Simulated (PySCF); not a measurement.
# Electron correlation in Cd⁺ (cadmium, charge +1)

[Kr] 4d10 5s1, 2S determinant. All numbers are calculated (PySCF 2.14, a scalar-relativistic core potential, in aug-cc-pVDZ-PP with ECP28MDF). Frozen: 4s2 4p6; 11 electrons correlated.

MP2 pair energies summed by pair of shells (mhartree):

| pair | energy | share (%) |
| --- | --- | --- |
| 4d-4d | -291.92 | 88.3 |
| 4d-5s | -38.73 | 11.7 |

Total MP2 correlation energy: -330.66 mhartree.

Same-spin part -123.48 and opposite-spin part -207.17 mhartree; SCS-MP2 scales them by 1/3 and 6/5 to -289.77 mhartree.
